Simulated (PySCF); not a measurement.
# From computed data to an observable: chemical shift, span and skew from a shielding tensor

C2H6F2Si, SMILES C[C@@H](F)[SiH2]F. Atoms are numbered in the order given.

```xyz
11

C     -1.9741     0.4937     0.5270
C     -0.8062     0.0977    -0.3611
F     -0.4384     1.1923    -1.1528
Si     0.7223    -0.4182     0.6262
F      1.8689    -0.9703    -0.3897
H     -2.3280    -0.3712     1.1104
H     -2.8101     0.8633    -0.0865
H     -1.6867     1.2937     1.2283
H     -1.1124    -0.7152    -1.0453
H      1.2619     0.7599     1.3523
H      0.3704    -1.5216     1.5613
```
Charge 0, spin multiplicity 1.

Geometry: ωB97X-D3(BJ)/def2-SVP. The structure was generated by enumeration; whether it is a known compound was not checked. One conformer was computed; it need not be the lowest.

GIAO shieldings from PBE/pcSseg-1 (PySCF), non-relativistic, no solvent. The symmetric part of the tensor of F3 has the principal values 369.6, 387.3, 439.4 ppm. The same nucleus in CFCl3 has σ = 133.6 ppm at this level (PySCF, at its B3LYP-D3(BJ)/def2-TZVP geometry).

**Question.** Work out the isotropic shielding, the ¹⁹F shift against CFCl3, the span and the skew.

**Answer.** 
σ(iso) = (σ11 + σ22 + σ33)/3 = 398.8 ppm. δ = σ(ref) − σ(iso) = 133.6 − (398.8) = -265.2 ppm.
Span Ω = σ33 − σ11 = 69.8 ppm. Skew κ = 3(σ(iso) − σ22)/Ω = 0.49. Tumbling in solution averages the tensor to δ; in a static solid the shielding alone would spread this spin-1/2 line over Ω.
